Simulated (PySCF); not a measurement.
H2S2, charge +1, doublet, geometry from GFN2-xTB (a state made from the parent by changing its charge; the spin is typed, not shown lowest), with bond 3-1 at 2.4 times its length; CASSCF(3,5)/STO-3G run with PySCF.

The PySCF input:
```python
from pyscf import gto, scf, mcscf
import numpy

mol = gto.Mole()
mol.atom = '''
    S    -0.80470039   -0.05668224    0.59961715
    S     0.80470039    0.05668224   -0.59961715
    H    -3.00429230   -0.12075516   -1.78494936
    H     1.72119702    0.08337929    0.39395223
'''
mol.basis = 'sto-3g'
mol.charge = 1
mol.spin = 1
mol.verbose = 4
mol.build()

mf = scf.ROHF(mol)
mf.kernel()
mc = mcscf.CASSCF(mf, 5, 3)
mc.fix_spin_(ss=0.75)
mc.conv_tol = 1e-5
mc.kernel()
occ = numpy.linalg.eigvalsh(mc.fcisolver.make_rdm1(mc.ci, mc.ncas, mc.nelecas))[::-1]
ss = mc.fcisolver.spin_square(mc.ci, mc.ncas, mc.nelecas)[0]
print('natural occupations', occ.round(4), ' <S^2>', round(ss, 4))
```

It wrote (shortened):

```
PySCF version 2.14.0

[INPUT] verbose = 4
[INPUT] num. atoms = 4
[INPUT] num. electrons = 33
[INPUT] charge = 1
[INPUT] spin (= nelec alpha-beta = 2S) = 1
[INPUT] symmetry False subgroup None
[INPUT] Mole.unit = angstrom
[INPUT] Symbol           X                Y                Z      unit          X                Y                Z       unit  Magmom
[INPUT]  1 S     -0.804700390000  -0.056682240000   0.599617150000 AA   -1.520663349431  -0.107113909727   1.133112193092 Bohr   0.0
[INPUT]  2 S      0.804700390000   0.056682240000  -0.599617150000 AA    1.520663349431   0.107113909727  -1.133112193092 Bohr   0.0
[INPUT]  3 H     -3.004292300000  -0.120755160000  -1.784949360000 AA   -5.677289645140  -0.228194180528  -3.373065436618 Bohr   0.0
[INPUT]  4 H      1.721197020000   0.083379290000   0.393952230000 AA    3.252590974218   0.157564022561   0.744461820862 Bohr   0.0

nuclear repulsion = 81.8184013355447
number of shells = 12
number of NR pGTOs = 60
number of NR cGTOs = 20
basis = sto-3g
ecp = {}

******** <class 'pyscf.scf.rohf.ROHF'> ********
method = ROHF
initial guess = minao
damping factor = 0
level_shift factor = 0
DIIS = <class 'pyscf.scf.diis.CDIIS'>
diis_start_cycle = 1
diis_space = 8
diis_damp = 0
SCF conv_tol = 1e-09
SCF conv_tol_grad = None
SCF max_cycles = 50
direct_scf = True
direct_scf_tol = 1e-13
num. doubly occ = 16  num. singly occ = 1
Set gradient conv threshold to 3.16228e-05
init E= -786.639495706697
  HOMO = -0.165222987131568  LUMO = -0.140536912984716  gap/eV = 0.67174
cycle= 1 E= -786.894334391105  delta_E= -0.255  |g|= 0.228  |ddm|= 1.92

WARN: HOMO -0.176370445844862 >= LUMO -0.314443787461695

cycle= 2 E= -786.575367599572  delta_E= 0.319  |g|= 0.635  |ddm|= 1.86

WARN: HOMO -0.287519914848038 >= LUMO -0.307123448712649

cycle= 3 E= -786.977541724279  delta_E= -0.402  |g|= 0.0525  |ddm|= 1.29

WARN: HOMO -0.290771421138709 >= LUMO -0.290448153198565

cycle= 4 E= -786.978656987547  delta_E= -0.00112  |g|= 0.0576  |ddm|= 0.137
  HOMO = -0.299166441712412  LUMO = -0.280813925268006  gap/eV = 0.49940
cycle= 5 E= -786.981027487742  delta_E= -0.00237  |g|= 0.0491  |ddm|= 0.114
  HOMO = -0.302161884654709  LUMO = -0.287880123573633  gap/eV = 0.38863
cycle= 6 E= -786.983386762953  delta_E= -0.00236  |g|= 0.0288  |ddm|= 0.164
  HOMO = -0.311781837322751  LUMO = -0.288531975177203  gap/eV = 0.63266
cycle= 7 E= -786.98401884366  delta_E= -0.000632  |g|= 0.005  |ddm|= 0.0956
  HOMO = -0.311619322351409  LUMO = -0.285852214773583  gap/eV = 0.70116
cycle= 8 E= -786.98403958078  delta_E= -2.07e-05  |g|= 0.00261  |ddm|= 0.0553
  HOMO = -0.312047647022323  LUMO = -0.286700425792297  gap/eV = 0.68973
cycle= 9 E= -786.984072737931  delta_E= -3.32e-05  |g|= 0.000896  |ddm|= 0.0298
  HOMO = -0.311912331108375  LUMO = -0.286852011659045  gap/eV = 0.68193
cycle= 10 E= -786.984073146394  delta_E= -4.08e-07  |g|= 0.000312  |ddm|= 0.00516
  HOMO = -0.311915173367734  LUMO = -0.286904342325968  gap/eV = 0.68058
cycle= 11 E= -786.984073674924  delta_E= -5.29e-07  |g|= 6.05e-05  |ddm|= 0.00395
  HOMO = -0.311925139074767  LUMO = -0.286892048418599  gap/eV = 0.68119
cycle= 12 E= -786.984073687489  delta_E= -1.26e-08  |g|= 1.38e-05  |ddm|= 0.000631
  HOMO = -0.311920140378057  LUMO = -0.286899746304568  gap/eV = 0.68084
cycle= 13 E= -786.984073688598  delta_E= -1.11e-09  |g|= 1.9e-06  |ddm|= 0.000161
  HOMO = -0.311920419100456  LUMO = -0.286899106967866  gap/eV = 0.68086
cycle= 14 E= -786.984073688604  delta_E= -6.14e-12  |g|= 4.38e-07  |ddm|= 1.35e-05
  HOMO = -0.311920194094131  LUMO = -0.286899167548673  gap/eV = 0.68086
Extra cycle  E= -786.984073688604  delta_E= -6.82e-13  |g|= 5.28e-07  |ddm|= 2.77e-06
converged SCF energy = -786.984073688604

******** <class 'pyscf.mcscf.mc1step.CASSCF'> ********
CAS (2e+1e, 5o), ncore = 15, nvir = 0
max_cycle_macro = 50
max_cycle_micro = 4
conv_tol = 1e-05
conv_tol_grad = None
orbital rotation max_stepsize = 0.02
orbital rotation threshold for CI restart = 0.01
augmented hessian ah_max_cycle = 30
augmented hessian ah_conv_tol = 1e-12
augmented hessian ah_linear dependence = 1e-14
augmented hessian ah_level shift = 1e-08
augmented hessian ah_start_tol = 2.5
augmented hessian ah_start_cycle = 3
augmented hessian ah_grad_trust_region = 3
kf_trust_region = 3
kf_interval = 4
ci_response_space = 4
ci_grad_trust_region = 3
with_dep4 0
natorb = False
canonicalization = True
sorting_mo_energy = False
ao2mo_level = 2
internal_rotation = False
******** <class 'pyscf.fci.addons.SpinPenaltyFCISolver'> ********
max. cycles = 50
conv_tol = 1e-08
davidson only = True
linear dependence = 1e-12
level shift = 0.001
max iter space = 12
nroots = 1
pspace_size = 400
spin = None
CASCI E = -787.146537015855  S^2 = 0.7500000
Set conv_tol_grad to 0.00316228
macro iter   1 ( 15 JK    4 micro), CASSCF E = -787.163141085485  dE = -1.66040696e-02  S^2 = 0.7500000
               |grad[o]|=0.0955  |grad[c]|=0.0168  |ddm|=0.0489  |maxRot[o]|=0.168
macro iter   2 (  5 JK    2 micro), CASSCF E = -787.163214365368  dE = -7.32798834e-05  S^2 = 0.7500000
               |grad[o]|=0.0051  |grad[c]|=0.000386  |ddm|=0.00199  |maxRot[o]|=0.0169
macro iter   3 (  1 JK    1 micro), CASSCF E = -787.163214365395  dE = -2.63753464e-11  S^2 = 0.7500000
               |grad[o]|=0.000263  |grad[c]|=2.19e-06  |ddm|=7.09e-06  |maxRot[o]|=    0
1-step CASSCF converged in   3 macro ( 21 JK   7 micro) steps
CASSCF canonicalization
Density matrix diagonal elements [1.08712758e+00 1.00000000e+00 9.12150764e-01 2.49699182e-04
 4.71960994e-04]
CASSCF energy = -787.163214365395
CASCI E = -787.163214365395  E(CI) = -2.73915580033838  S^2 = 0.7500000
natural occupations [1.0977 1.     0.9023 0.     0.    ]  <S^2> 0.75
```
